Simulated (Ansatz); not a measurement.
System: SbF$_{2}$, charge 0, doublet. SbF2 (SMILES [F][Sb][F], doublet).
B3LYP-D3(BJ)/def2-TZVP minimum from Ansatz (a first-principles code):
```
Sb
F 1 1.9207
F 1 1.9207 2 95.32
```
Charge 0, spin multiplicity 2.

Total energies in def2-SVP, 19 correlated electrons, 11 frozen orbitals. UHF or UKS for unpaired electrons; spin-orbit terms are left out. Correlated methods leave the cores frozen (noble-gas shells, and filled d and f shells in the p block). Past Kr the def2 sets carry scalar-relativistic core potentials. Spin-orbit terms, left out, reach several kcal/mol for Br and I, and more for heavier atoms.

```csv
method,program,energy (Eh),minus CCSDT(Q) (mEh)
HF,Ansatz,-437.99710,469.92
MP2,Ansatz,-438.44683,20.19
CCSD,Ansatz,-438.45648,10.54
CCSD(T),Ansatz,-438.46500,2.02
CCSDT(Q),Ansatz,-438.46702,0.00
```

Rough core times of Ansatz's runs on a shared machine: CCSD(T) under 20 s, CCSDT(Q) 4 min.
